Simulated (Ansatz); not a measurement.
`[CH3][SnH]([CH3])[Cl]`, charge 0, multiplicity 1.

Q: Give a relaxed structure at PBE0-D4/def2-TZVP (Ansatz). (An estimate is asked.)

A: The calculation gave: 
Cartesian coordinates in Å:
```
C 0.421 -0.806 -1.599
Sn -0.619 0.371 -0.160
C 0.406 0.589 1.694
Cl -2.562 -0.852 0.349
H 0.666 -1.774 -1.164
H 1.341 -0.304 -1.903
H -0.212 -0.956 -2.473
H -1.181 1.857 -0.792
H 0.657 -0.396 2.086
H 1.321 1.166 1.554
H -0.238 1.105 2.407
```
Point group Cs.
This is one stationary point; other conformers may exist.
